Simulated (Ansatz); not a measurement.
Species: CH7B2N, SMILES `NCBB` with one electron removed (charge 1, multiplicity 2), formula CH$_{7}$B$_{2}$N.

Problem. How many basis functions does frozen-core CCSD(T)/cc-pVTZ // B3LYP-D3(BJ)/def2-TZVP in Ansatz (a program for electronic structure) use, how many core orbitals are frozen, and how many electrons are correlated?

Solution. 218 basis functions and 4 frozen orbitals, which leaves 21 correlated electrons. Core time is of the order of minutes.
